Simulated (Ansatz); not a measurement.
The cluster Te₄Se⁻. Total charge -1; doublet. Geometry PBE-D4/def2-SVPD; atoms count from 1.

Cartesian coordinates in Å:
```
Se 0.749 -2.411 -0.619
Te -1.100 1.077 -0.173
Te -1.441 -1.695 -1.592
Te 0.533 2.899 1.586
Te 1.259 0.131 0.798
```

In the def2 sets Te takes a core potential; there is no spin–orbit coupling. Another isomer (doublet) lies 0.19 eV lower at PBE0-D4/def2-TZVPD; other spin states weren't run for this one.

Problem. Estimate the Mulliken populations from the PBE0/def2-TZVPD orbitals of Ansatz.

Solution. 
| atom | charge (e) | spin (α − β) |
| --- | --- | --- |
| Se1 | -0.43 | 0.33 |
| Te2 | 0.09 | 0.13 |
| Te3 | -0.20 | 0.43 |
| Te4 | -0.64 | -0.05 |
| Te5 | 0.17 | 0.15 |
Mulliken values and Mayer orders depend strongly on the basis. With diffuse functions, as here, like atoms can get unlike values, and bond orders can come out too low or too high.

Problem. Where does the spin sit?

Solution. Summed by element: Se 0.33, Te 0.67, of 1 unpaired in all. Largest on single atoms: Te3 0.43, Se1 0.33, Te5 0.15.

Problem. And the Mayer bond orders between bonded heavy atoms (over 0.3)?

Solution. Se1–Te3 1.30 (2.50 Å); Se1–Te5 0.37 (2.95 Å); Te2–Te3 0.46 (3.13 Å); Te2–Te4 0.66 (3.01 Å); Te2–Te5 1.04 (2.72 Å); Te4–Te5 0.70 (2.97 Å).
